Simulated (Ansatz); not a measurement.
`C[CH2][SnH]([F])[F]` + H₂ → `C[CH2][SnH2][F]` + H–F  (hydrogenolysis of the Sn–F bond)

Program: Ansatz. Geometries: PBE0-D4/def2-TZVP. ΔE: electronic, gas phase. CCSD(T)/CBS adds triple-zeta CCSD(T) − MP2 to the extrapolated MP2 energy (def2 sets, frozen cores). This one scheme is used for every species. DFT in def2-TZVPP. Elements past krypton have def2 core potentials. For Sn outer-core shells are correlated without core-valence functions, which leaves a few kJ/mol of doubt a bond. Each species was taken in one conformer, which may not be the lowest.

`C[CH2][SnH]([F])[F]`:

```xyz
11

C    -0.619   -1.299    0.315
C     0.661   -0.475    0.353
Sn    0.349    1.468   -0.450
F    -0.397    1.203   -2.198
F    -1.126    2.212    0.527
H    -0.986   -1.423   -0.706
H    -0.444   -2.294    0.730
H    -1.415   -0.831    0.897
H     1.032   -0.346    1.372
H     1.461   -0.938   -0.230
H     1.485    2.722   -0.610
```

H₂:

Cartesian coordinates in Å:
```
H -0.075 -0.259 0.258
H 0.075 0.259 -0.258
```

`C[CH2][SnH2][F]`:

Cartesian coordinates in Å:
```
C 1.325 0.065 0.679
C -0.042 -0.600 0.591
Sn -1.207 0.156 -1.032
F -1.216 2.064 -0.716
H 1.927 -0.127 -0.212
H 1.888 -0.309 1.539
H 1.236 1.148 0.788
H 0.046 -1.683 0.467
H -0.625 -0.430 1.499
H -0.473 -0.004 -2.566
H -2.858 -0.280 -1.038
```

H–F:

Z-matrix (Å, degrees):
```
F
H 1 0.920
```

CCSD(T)/CBS gives +12.3 kcal/mol.

(1) Another level gave +12.3 kcal/mol. Which?
A. CCSD/def2-TZVPP
B. ωB97M-V/def2-TZVPP
C. BLYP/def2-TZVPP
D. r2SCANh/def2-TZVPP

Largest T1 diagnostic among the species: 0.013.

## Answers

(1) B. ωB97M-V 12.3, CCSD/def2-TZVPP 9.7, r2SCANh 13.3, BLYP 14.8 kcal/mol.

From PBE to PBE0 (25 % exact exchange), in def2-TZVPP and without D4, ΔE moves by −2.3 kcal/mol. At CCSD(T), def2-SVP lies −1.2 kcal/mol from the extrapolated value and def2-TZVPP −1.7 kcal/mol.
